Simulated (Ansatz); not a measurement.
`[OH][GeH2][F]` + CH₃NH₂ → `C[NH][GeH2][F]` + H₂O at 600 K and 1 bar (ligand exchange at a Ge–O bond).

Program: Ansatz. Geometries: PBE0-D4/def2-TZVP. ΔE: electronic, gas phase. CCSD(T)/CBS adds triple-zeta CCSD(T) − MP2 to the extrapolated MP2 energy (def2 sets, frozen cores). This one scheme is used for every species. For Ge outer-core shells are correlated without core-valence functions, which leaves a few kJ/mol of doubt a bond. Scalar relativity is left out up to krypton. Each species was taken in one conformer, which may not be the lowest.

```tsv
species	CCSD(T)/CBS energy (Eh)	H − E (kJ/mol)	S (J/(mol·K))
`[OH][GeH2][F]`	-2252.93819	124.2	350.1
CH₃NH₂	-95.75281	199.3	283.8
`C[NH][GeH2][F]`	-2272.30685	246.4	414.2
H₂O	-76.37941	76.8	212.8
```

H − E and S are ideal-gas, rigid-rotor, harmonic terms from PBE0-D4/def2-TZVP, for one conformer and one mirror image of each species. 1 Eh = 2625.50 kJ/mol, R = 8.31446 J/(mol·K).

By hand: ΔE, ΔH, ΔS and ΔG.

ΔE = (-2272.30685) + (-76.37941) − (-2252.93819) − (-95.75281) = 0.00474 Eh = 12.4 kJ/mol. Δ(H − E) = 246.4 + 76.8 − 124.2 − 199.3 = -0.3, so ΔH = 12.1 kJ/mol. ΔS = 414.2 + 212.8 − 350.1 − 283.8 = -6.9 J/(mol·K). ΔG = 12.1 − 600 × (-6.9)/1000 = 16.2 kJ/mol.

By hand: the equilibrium constant, and the temperature at which ΔG would vanish if ΔH and ΔS stayed fixed.

log₁₀ K = −ΔG/(RT ln 10) = -1.4. ΔH and −TΔS have one sign here, so there is no such temperature.

TΔS isn't small against ΔH here. A doubt of 5 kJ/mol in ΔE shifts log₁₀ K by 0.4 here. Other conformers and mirror images would add mixing entropy, several J/(mol·K) or more a flexible species. These are equilibria of isolated gas molecules and say nothing of rates. Largest T1 diagnostic: 0.012 (customary marks: 0.02 for closed shells, 0.045 for open ones).

ΔS is within the doubt of such terms, so its sign, and with it that verdict, could turn.
